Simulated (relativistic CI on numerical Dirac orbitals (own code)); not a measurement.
# What each ingredient does to the levels of Nd II

Base calculation: Dirac-Coulomb-Breit CI, separate exchange-only KLI orbitals for each configuration, model QED (radiative potential, 1s self-energy scaled to tabulated hydrogen-like ionisation energies), valence Slater integrals scaled by 0.85, P86 correlation energy added to each configuration.

Configuration list (outside the closed core [Xe]): 4f⁴6s, 4f⁴5d, 4f⁴6p, 4f³6s5d, 4f³6s², 4f²6s²5d, 4f⁴7s, 4f³7s². Levels of other configurations are missing.

Variants: (1) Slater integrals left unscaled; (2) no correlation estimate; (3) Breit term removed. Shifts of the energy above 4f³6s5d ⁶L°11/2, in cm⁻¹, for the lowest level and the first level of each name with at least 55 % of one term (blank where a level changes its place among those of its configuration and J or its character, or is not in the variant):

| Level | Base | Δ(1) | Δ(2) | Δ(3) |
| --- | --- | --- | --- | --- |
| 4f³6s5d ⁶L°11/2 | 0.0 | 0.0 | 0.0 | 0.0 |
| 4f³6s5d ⁶K°9/2 | 284.2 | -25.1 | +9.6 | +14.0 |
| 4f³6s5d ⁶L°13/2 | 1031.6 | +20.2 | 0.0 | +77.9 |
| 4f³6s5d ⁶K°11/2 | 1188.5 | -6.4 | +9.3 | +83.7 |
| 4f³6s5d ⁶L°15/2 | 2322.2 | +15.3 | +0.1 | +200.3 |
| 4f³6s5d ⁶K°13/2 | 2345.7 | -13.0 | +9.1 | +199.3 |
| 4f⁴6s ⁶I7/2 | 2427.9 | -140.9 | +2533.2 | +690.7 |
| 4f⁴6s ⁶I9/2 | 3054.5 | -112.3 | +2532.8 | +740.2 |
| 4f³6s5d ⁶K°15/2 | 3671.1 | -15.8 | +8.9 | +337.4 |
| 4f⁴5d ⁶L11/2 | 3773.3 | -1182.2 | +4860.9 | +738.6 |
| 4f³6s5d ⁶L°17/2 | 3801.5 | +8.9 | +0.1 | +348.9 |
| 4f⁴6s ⁶I11/2 | 3978.8 | -118.9 | +2533.1 | +856.9 |
| 4f³6s5d ⁶I°7/2 | 4395.9 | +450.1 | +66.0 | +53.8 |
| 4f³6s5d ⁴K°11/2 | 4538.9 | +605.5 | +11.9 | +95.6 |
| 4f⁴6s ⁴I9/2 | 4668.6 | +115.1 | +2529.9 | +778.6 |
| 4f³6s5d ⁴L°13/2 | 4687.7 | +675.4 | +0.5 | +100.0 |
| 4f⁴5d ⁶L13/2 | 4756.5 | -1177.7 | +4861.1 | +849.4 |
| 4f³6s5d ⁶I°9/2 | 4890.7 | +501.1 | +56.5 | +73.1 |
| 4f⁴6s ⁶I13/2 | 5070.3 | -117.1 | +2533.5 | +994.3 |
| 4f³6s5d ⁶K°17/2 | 5130.5 | -9.7 | +8.6 | +494.1 |
| 4f³6s5d ⁶H°5/2 | 5317.2 | +717.5 | +28.3 | +28.5 |
| 4f³6s5d ⁶L°19/2 | 5424.1 | +11.7 | +0.1 | +515.8 |

Correlation outside the listed configurations is missing or only estimated: errors of thousands of cm⁻¹ between configurations and terms are usual at this charge. Rates and lifetimes follow the computed energies and can be off by large factors. The fine structure of a lone outer electron comes out too small, for d and f at times inverted, and misplaced configurations move strength between like terms. 38 of the 44 excited levels that our extract of the measured tables holds in this range could be paired (the sources list more); they are missed by 1574 cm⁻¹ on average and 3352 at most, and levels without a partner can miss by more. Some levels of the ground configuration have no partner and can miss by 10 % or more. The computed lowest level isn't the tabulated ground level, which NIST ASD gives as 4f4 (5I) 6s 6I7/2.

Ionisation energy from the two ground configurations alone: base 10.42 eV; Slater integrals left unscaled 10.43 eV; no correlation estimate 9.884 eV; Breit term removed 10.43 eV. The NIST ASD value (semi-empirical) is 10.783 eV. The gap of more than 2 % comes from missing correlation, or from a tabulated value that is itself an estimate.

LS names give the leading component of a level, which can be under half, so a name can repeat, a term be missing and a line seem to break the LS rules.
